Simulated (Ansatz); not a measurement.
Q: Name a neutral molecule of As, C, O and H with HOMO–LUMO gap (B3LYP/def2-TZVPP) between 7.00 and 7.30 eV and HOMO energy (ωB97M-V/def2-TZVPP) between -10.10 and -9.80 eV (Ansatz, PBE0-D4/def2-TZVP geometry).

A: `CO[AsH2]` (7.01 eV, -10.00 eV). Other molecules can fit too; these were computed, each in one conformer that needn't be the lowest.

B3LYP here is the variant with VWN-RPA as its local correlation; programs differ in this.
